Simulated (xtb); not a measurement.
HfI2, SMILES [I][Hf][I], multiplicity 1. All values are semi-empirical tight-binding results from xtb (GFN2-xTB unless named), good for trends rather than for accurate numbers. Geometry: GFN2-xTB. The spin state was assumed, not searched.

For metal compounds this method's bond lengths and energies can be far off.

Computed properties:
The point group as xtb finds it comes out as C2v and the orbital gap is 2.71 eV. The zero-point energy comes out as 0.5 kcal/mol and the G − E(el) at 298.15 K (modified RRHO) is -21.0 kcal/mol.
